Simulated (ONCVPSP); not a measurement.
How hard is this carbon (C) ONCV potential?

| Item | Value |
| --- | --- |
| Element | carbon |
| Generator | ONCVPSP 4.0.1 |
| Type | optimised norm-conserving Vanderbilt (ONCV) |
| Functional | BLYP |
| Relativity | scalar-relativistic |
| Frozen core | [He] |
| Valence charge | 4 |
| Reference configuration | 2s2 2p2 |
| Partial waves | 2s: rc 1.30 bohr, ncon 4, nbas 9, qcut 4.5 1/bohr, 2 projectors, debl 3.9 Ha; 2p: rc 2.60 bohr, ncon 4, nbas 8, qcut 5.2 1/bohr, 2 projectors, debl 1.8 Ha |
| Local potential | polynomial inside 1.15 bohr (lpopt 5, dvloc0 0 Ha) |
| Core correction | Teter function, fcfact 5.75, rcfact 1.6 |

Q: For each optimised wave give the share of its norm inside rc, the residual kinetic energy above qcut (Ha) and the cutoffs (Ha) for errors of 10, 1, 0.1 and 0.01 mHa per electron.

A:

```tsv
wave	norm inside rc	residual KE	10 mHa	1 mHa	0.1 mHa	0.01 mHa
2s	0.406	4.0e-03	7.2	37.8	130.7	151.2
s projector 2	0.090	2.5e-02	12.0	31.7	104.4	167.9
2p	0.819	1.6e-06	7.0	9.2	10.9	12.4
p projector 2	0.368	1.0e-04	9.7	11.7	14.4	36.5
```

The occupied waves need 38 Ha and 131 Ha for 1 and 0.1 mHa. Its largest configuration-test error is +1497 meV.
